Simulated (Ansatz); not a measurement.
`[OH][Ti]([OH])([OH])[SH]` + `CCC(C)CS` → `[OH][Ti]([OH])([SH])[SH]` + `CCC(C)CO`  (formal exchange of groups at a Ti–O bond)

Calculated with Ansatz (gas phase, PBE0-D4/def2-TZVP geometries, no zero-point term in ΔE). CCSD(T)/CBS is the MP2 limit (def2-TZVPP, def2-QZVPP) plus CCSD(T) − MP2 in def2-TZVPP, frozen cores. DFT in def2-TZVPP. For Ti outer-core shells are correlated without core-valence functions, which leaves a few kJ/mol of doubt a bond. Scalar relativity is left out up to krypton. Each species was taken in one conformer, which may not be the lowest.

| species | PBE0 energy (Eh) |
| --- | --- |
| `[OH][Ti]([OH])([OH])[SH]` | -1475.48673 |
| `CCC(C)CS` | -595.65423 |
| `[OH][Ti]([OH])([SH])[SH]` | -1798.35935 |
| `CCC(C)CO` | -272.76056 |

Question: Work out ΔE.

Answer: ΔE = (-1798.35935) + (-272.76056) − (-1475.48673) − (-595.65423) = 0.02105 Eh = +55.3 kJ/mol. CCSD(T)/CBS gives +59.6 kJ/mol.

Largest T1 diagnostic among the species: 0.026, so the coupled-cluster value is less sure than usual.

In def2-TZVPP, CCSD(T) changes the Hartree–Fock value by −4.5 kJ/mol (the triples alone add −5.5 kJ/mol) and MP2 by −4.2 kJ/mol. At CCSD(T), def2-SVP lies −8.8 kJ/mol from the extrapolated value and def2-TZVPP −1.8 kJ/mol.
